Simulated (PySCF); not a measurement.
# What an electron can do to SiBr

PBE0 in PySCF with def2-TZVPPD on every atom, for the lowest determinant that a PBE0 search found; no spin–orbit coupling.

```
species  state (unpaired electrons)  Re (Å)  ωe (cm⁻¹)  energy of the minimum from the neutral (eV)  De (eV)  dissociates to
   SiBr               doublet (π ↑)   2.231        422                                         0.00     3.93         Si + Br
  SiBr⁺      singlet (closed shell)   2.109        534                                         7.38     4.77        Si⁺ + Br
  SiBr⁻              triplet (π ↑↑)   2.426        287                                        -1.41     1.88        Si + Br⁻
```

Problem. Work out the lowest energy to break SiBr into atoms, from its vibrational ground state.

Solution. D0 = De − ωe/2 = 3.93 − 0.03 = 3.90 eV (PBE0/def2-TZVPPD).

Problem. Work out the ionisation energy of the Si atom at this level and the threshold of dissociative ionisation.

Solution. IE(Si) = 7.38 + 4.77 − 3.93 = 8.22 eV, so Si⁺ + Br + e⁻ appears at D0 + IE(Si) = 12.12 eV (PBE0/def2-TZVPPD). The measured IE(Si) is 8.152 eV (NIST ASD).

Problem. Work out the electron affinity of the Br atom and the threshold of dissociative attachment.

Solution. EA(Br) = 3.93 − 1.88 − (-1.41) = 3.46 eV, so Si + Br⁻ needs D0 − EA(Br) = 0.44 eV (PBE0/def2-TZVPPD). The measured EA(Br) is 3.364 eV.

Problem. At which energy does ion-pair formation open?

Solution. Si⁺ + Br⁻ lies at D0 + IE(Si) − EA(Br) = 8.66 eV (PBE0/def2-TZVPPD).

These are thermodynamic thresholds; the onsets seen under electron impact lie higher where the geometry changes, and cross-sections peak well above them.

Spin–orbit coupling is left out. For an ion De counts to the pair picked by the measured ionisation energies or electron affinities, which need not be the lowest pair at this level. The highest Kohn–Sham level is positive in this anion. Much of that is self-interaction error, but it also means that the finite basis helps to hold the extra electron. States were picked by a PBE0 search and need not be the measured ground states.
